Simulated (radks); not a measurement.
Question: These are the eigenvalues of the occupied orbitals of an atom or ion with whole-number occupations (eV). All-electron calculation, scalar-relativistic Kohn-Sham, PBE, spin-unpolarised, spherical densities, point nucleus. Program: a radial shooting solver on a logarithmic mesh with Libxc functionals.

orbital  eigenvalue
1s        -30335.82
2s        -4641.406
2p        -4169.784
3s        -933.7934
3p        -780.0636
3d        -545.5314
4s        -178.3045
4p        -131.2330
4d         -62.7760
5s         -38.9060

Which element is it, and in what charge state? The configuration may be excited.

Answer: Z = 51, antimony, charge +3: Sb3+ in [Kr] 4d10 5s2. The list shows which subshells hold electrons but not how many an open one holds; the 1s level, -1114.8 hartree, gives Z - s = 47.2 by -(Z - s)^2/2, which with screening and relativity narrows Z to a few neighbours, and the depths of the outer levels then fix element, charge and occupations together.
